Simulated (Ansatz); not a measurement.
An input meant for the cluster Hf3Si2⁻ (charge -1, doublet; atoms displaced at random, 0.03 Å in each coordinate; with a point charge).

```yaml
crystal:
  periodic: [false, false, false]
  atoms:
    - {symbol: Hf, position_ang: [-0.093646, -0.796459, 1.480170]}
    - {symbol: Hf, position_ang: [-0.705919, -0.313682, -1.483527]}
    - {symbol: Hf, position_ang: [0.913317, 1.308417, 0.073173]}
    - {symbol: Si, position_ang: [-1.723615, 0.994955, 0.510131]}
    - {symbol: Si, position_ang: [1.536429, -1.149839, -0.532935]}
basis:
  gaussian: {orbitals: def2-mTZVPP, final_grid: {core_spheres: 8, valence_spheres: 7, degree: 23}, point_charges: [{charge: -1.00, position_ang: [6.156, -0.790, -0.699]}]}
total_charge: -1
magnetization: {spin_polarized: true, initial_magnetization: 1}
hamiltonian: {xc: {name: HF}}
correlation: {method: mp2, frozen_orbitals: {Hf: 0}}
scf: {omitted_lower_state_checks: [starts]}
```

```sh
$ ansatz run in.yaml --threads 4 --pin off --events-out ev --progress --plain --max-ram 4787MiB
```

Shortened log:

```
Functional definition: HF
Error: "frozen_orbitals" has no count for Si
```

Problem. What is wrong with this run?

Solution. Frozen orbitals are typed for one element alone, and the program wants a count for each (the count typed has to fit that element's core, too). The input was rejected before any iteration.
